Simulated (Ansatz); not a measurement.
A structure relaxed at B3LYP-D4/def2-SVP in Ansatz, charge 0, singlet:

| atom | x (Å) | y (Å) | z (Å) |
| --- | --- | --- | --- |
| Si1 | -2.1245 | -0.1180 | 0.7154 |
| Si2 | 0.3760 | -1.2672 | -1.0403 |
| Si3 | 0.1320 | 2.2584 | 0.8748 |
| Si4 | 2.1414 | -0.3775 | 0.4762 |
| O5 | -1.0891 | -0.9818 | -0.2788 |
| O6 | 1.3307 | 1.0500 | 0.7616 |
| O7 | -1.2503 | 1.3194 | 0.9362 |
| O8 | 0.4838 | -1.8834 | -2.4453 |

Give its formula.

the cluster Si₄O₄.

Summarise the bond lengths by kind (pairs closer than 1.2 times the sum of covalent radii, bridged metal pairs left out).

7 × O–Si 1.54 to 1.71 Å; 1 × Si–Si 2.49 Å.

The restricted singlet is unstable towards broken spin symmetry in Hartree–Fock (as tested in another run); at B3LYP-D4/def2-SVP this wasn't settled. Another isomer (singlet) lies 1.94 eV lower at PBE0-D4/def2-TZVP; other spin states weren't run for this one.
